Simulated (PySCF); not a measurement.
## Correlation energy of Cu⁺ (copper, charge +1)

[Ar] 3d10, closed-shell 1S. All numbers are calculated (PySCF 2.14, scalar relativity by spin-free X2C-1e, in x2c-SVPall (5s3p3d1f, 36 functions)). Frozen: [Ar]; 10 electrons correlated.

Total MP2 correlation energy: -274.92 mhartree.

Same-spin part -105.30 and opposite-spin part -169.62 mhartree; SCS-MP2 scales them by 1/3 and 6/5 to -238.64 mhartree.

```tsv
level	correlation energy (mhartree)
CCSD	-242.42
(T)	-10.67
CCSD(T)	-253.09
```

Diagnostics: T1 = 0.016, D1 = 0.0226, largest double amplitude 0.027.

**Question.** Is a single reference adequate?

**Answer.** Yes: T1 lies below 0.03 and no double amplitude reaches 0.07.
